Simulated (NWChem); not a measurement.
A series in which one site is exchanged, each optimised at PBE0/def2-SVP with NWChem, gas phase unless a solvent is named. For some, no frequency run checked for a minimum. def2 effective core potentials on Nb, Sb, Ta; no spin-orbit coupling.

A: [F][Ta]([F])([F])([F])[F] (TaF$_{5}$; site = Ta)
B: [F][Nb]([F])([F])([F])[F] (NbF5; site = Nb)
C: [F][V]([F])([F])([F])[F] (VF$_{5}$; site = V)
D: [F][Sb]([F])([F])([F])[F] (SbF$_{5}$; site = Sb)

Q: Rank them by orbital gap (eV), PBE0/def2-SVP, lowest first.

A: C (6.46), D (7.79), B (8.80), A (9.55)
